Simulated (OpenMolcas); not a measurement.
# Ir3+ in MgO

Ir3+ with its 6 nearest oxide ions at 2.076 Å, on the Mg site of MgO (a = 4.2112 Å, distance in the model lattice 2.106 Å). The rest of the host is ab initio model potentials to 7.6 Å, with orthogonalisation functions on the cations behind the ligands, and point charges beyond; the distance is set by hand and nothing relaxes, and no local charge compensation is placed. Ligand basis ANO-RCC-VDZP.

```yaml
Program: OpenMolcas
Method: CASSCF
Basis: ANO-RCC-VDZP [7s6p4d2f]
Scalar_Hamiltonian: DKH2, point nucleus
Active_space: 6 electrons in 5 orbitals (5d)
State_averaging: 2S+1 = 5 even, 5 roots; 2S+1 = 3 even, 45 roots; 2S+1 = 1 even, 50 roots
Spin-orbit_coupling: state interaction with AMFI integrals over the reference wave functions
```

The lowest spin-free states (labels of O, the rotations of Oh), above the lowest:

| State | Degeneracy | E (cm-1) |
| --- | --- | --- |
| 1A1 | 1 | 0.0 |
| 3T1 | 3 | 24878 |
| 1T1 | 3 | 30072 |
| 3T2 | 3 | 30093 |
| 1T2 | 3 | 39294 |
| 5T2 | 3 | 41597 |
| 2S+1 = 3 | 3 | 55361 |
| 2S+1 = 3 | 3 | 55742 |
| 3E | 2 | 58442 |
| 3T1 | 3 | 58527 |
| 3T2 | 3 | 60755 |
| 1T2 | 3 | 61433 |
| 1E | 2 | 62298 |
| 1A1 | 1 | 63122 |
| 2S+1 = 1 | 3 | 67506 |
| 2S+1 = 1 | 3 | 68009 |
| 1A2 | 1 | 69022 |
| 3A2 | 1 | 69739 |
| 3T1 | 3 | 73671 |
| 5E | 2 | 73795 |

The lowest levels with spin-orbit coupling:

```csv
E (cm-1),Degeneracy,2S+1
0.0,1,1
23219,2,3
23985,3,3
24773,3,3 (79 %)
28450,1,3 (79 %)
29640,3,3 (74 %)
31611,2,3
32916,3,3
33566,3,1 (59 %)
34183,1,3
40494,3,1 (55 %)
40843,3,5 (53 %)
43459,3,5
43560,2,5
46044,3,5
46230,3,5 (88 %)
46441,1,5 (84 %)
54395,2,3
55645,3,3
56520,3,3
```

Powder χT (cm3 K/mol): 0 at 2 K, 0 at 10 K, 0.00256 at 50 K, 0.00512 at 100 K, 0.0102 at 200 K, 0.0154 at 300 K. The effective moment at 300 K is 2.828 √(χT) = 0.35 μB.

The lowest level has 2S+1 = 1, for which the spin-only value is χT = S(S+1) / 2 = 0.000 cm3 K/mol (g = 2). The computed 0.015 at 300 K differs by +0.015, through orbital momentum, spin-orbit coupling and any other state in reach.

Metal share of the active 5d orbitals (Löwdin): 70, 70, 82, 82, 82 %; Mulliken charge of the metal 0.80.

A least-squares ligand-field fit to the states below 45000 cm-1, each weighted by its degeneracy and with a free common offset, gives 10Dq = 31293 cm-1, B = 678 cm-1 and C = 2353 cm-1 (C/B = 3.47), with an rms deviation of 236 cm-1.

The same method and metal basis give the free ion B = 862 cm-1 (fit to its terms below 60000 cm-1, rms deviation 23 cm-1), so the nephelauxetic ratio is β = 678 / 862 = 0.79; it hangs on how both fits weigh the states, and computed free-ion B values tend to be too large, so β mixes covalency with correlation.

Without dynamic correlation the repulsion within the d shell is too large (B by tens of per cent), so at a given field states of lower spin stand too high. The least metal-like active orbital is 70 % on the metal (Löwdin) and no ligand orbital is active, so the numbers are rough. With metal d orbitals alone the field can be off either way by tens of per cent. Ligand-to-metal charge-transfer states are missing. With no ligand orbital active B as a rule stays too high, so bands that hang on it stand too high and its fall with covalency is understated. No measured value stands beside these numbers; the geometry was set by hand and not optimised.

A state without a sure symmetry label is named by its multiplicity alone.
